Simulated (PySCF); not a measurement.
Species: C₄H₁₁Si (doublet state).
Cartesian coordinates in Å at the GFN2-xTB level; atoms count from 1:
```xyz
16
C4H11Si angstrom
C     -1.954    0.442    0.605
C     -1.114    0.061   -0.606
C     -0.166   -1.096   -0.306
Si     1.131   -0.714    1.039
C      2.163    0.820    0.601
H     -2.626    1.263    0.365
H     -2.550   -0.407    0.935
H     -1.310    0.745    1.429
H     -0.537    0.929   -0.935
H     -1.779   -0.216   -1.430
H      0.358   -1.368   -1.228
H     -0.751   -1.971   -0.015
H      1.984   -1.885    1.280
H      1.556    1.720    0.552
H      2.647    0.697   -0.367
H      2.941    0.989    1.339
```

The hyperfine couplings belong to this conformer and change with its torsions.

The species is `CCC[SiH]C` [radical].

Theory: UKS B3LYP, pcH-1 on C H Si, non-relativistic, mean-field spin-orbit, GIAO (PySCF 2.14.0). One conformer (not necessarily the lowest) at the GFN2-xTB geometry, without solvent, vibrations or thermal averaging. A GFN2-xTB geometry isn't a minimum of the functional, and hyperfine couplings can be far from their values at a DFT geometry, by a factor of two or more for some ions and for spin on atoms past the first row. The SCF solution wasn't tested for stability.

Principal values of hyperfine tensors in MHz (contact, dipolar and spin–orbit terms together), for some of the nuclei:

```json
{"atom": "Si4", "isotope": "29Si", "A1": "-626.98", "A2": "-368.12", "A3": "-367.96"}
{"atom": "H15", "isotope": "1H", "A1": "57.27", "A2": "61.49", "A3": "65.19"}
{"atom": "H11", "isotope": "1H", "A1": "51.46", "A2": "56.48", "A3": "59.52"}
{"atom": "H13", "isotope": "1H", "A1": "35.97", "A2": "46.24", "A3": "54.30"}
{"atom": "C5", "isotope": "13C", "A1": "19.85", "A2": "20.19", "A3": "31.38"}
{"atom": "H14", "isotope": "1H", "A1": "1.90", "A2": "3.57", "A3": "13.16"}
{"atom": "C1", "isotope": "13C", "A1": "2.54", "A2": "3.39", "A3": "7.47"}
{"atom": "H8", "isotope": "1H", "A1": "-1.34", "A2": "1.09", "A3": "13.28"}
```

Question: Split each tensor into its isotropic and traceless parts, and turn a_iso into mT with g = 2.0036.

Answer: a_iso = (A1 + A2 + A3)/3, Ti = Ai − a_iso; 1 mT corresponds to 28.043 MHz. The tensors hold a spin–orbit part: the run splits a_iso into a_FC + a_SO, and T includes its anisotropic share.

```
atom  a_iso (MHz)     a_FC  a_SO  a_iso (mT)       T1     T2     T3
 Si4      -454.36  -455.36  1.00     -16.202  -172.63  86.23  86.40
 H15        61.32    61.32  0.00       2.187    -4.05   0.17   3.88
 H11        55.82    55.82  0.00       1.991    -4.36   0.66   3.69
 H13        45.50    45.48  0.02       1.623    -9.53   0.74   8.79
  C5        23.81    23.78  0.03       0.849    -3.96  -3.62   7.58
 H14         6.21     6.20  0.01       0.221    -4.31  -2.64   6.95
  C1         4.47     4.47  0.00       0.159    -1.93  -1.07   3.00
  H8         4.34     4.34  0.00       0.155    -5.68  -3.25   8.94
```

Question: What spin density at the nucleus of C5 lies behind its contact coupling (g_N = 1.40482)?

Answer: a_FC = 800.24 MHz bohr³ × g_N × ρ(0)/(2S). With a_FC = 23.78 MHz and 2S = 1, ρ(0) = 0.02115 bohr⁻³.

Question: C3 (13C, g_N = 1.40482) isn't in the table. Its spin density at the nucleus is 0.01401 bohr⁻³. What is its contact coupling?

Answer: By the same relation, a_FC = 15.75 MHz. Its full tensor has the principal values 11.42, 11.68, 24.23 MHz.

Question: Which nucleus of the table has the largest anisotropic coupling, and what is its form?

Answer: Si4: -172.6, 86.2, 86.4 MHz (the dipolar term alone has -171.7, 85.7, 86.0), axial, in the ratio +1:+1:−2, the form that spin in one p orbital centred on that nucleus gives (the nuclear moment is negative).
